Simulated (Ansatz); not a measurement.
System: BHBr, charge 0, doublet. BHBr (SMILES [BH]Br, doublet).
B3LYP-D3(BJ)/def2-TZVP minimum from Ansatz (a first-principles code):
```
B
H 1 1.1882
Br 1 1.8779 2 123.60
```
Charge 0, spin multiplicity 2.

Total energies in aug-cc-pVTZ, 11 correlated electrons, 15 frozen orbitals. Open shells are spin-unrestricted; no spin-orbit coupling. Cores are frozen in correlated methods (noble-gas shells, and filled d and f shells in the p block). No relativity. Spin-orbit terms, left out, reach several kcal/mol for Br and I, and more for heavier atoms.

| method | program | energy (Eh) | minus CCSDT(Q) (mEh) |
|---|---|---|---|
| HF | Ansatz | -2597.69586 | 278.39 |
| MP2 | Ansatz | -2597.93566 | 38.59 |
| CCSD | Ansatz | -2597.96127 | 12.98 |
| CCSD(T) | Ansatz | -2597.97273 | 1.52 |
| CCSDT(Q) | Ansatz | -2597.97425 | 0.00 |

Rough core times of Ansatz's runs on a shared machine: CCSD(T) 30 s, CCSDT(Q) 30 min.
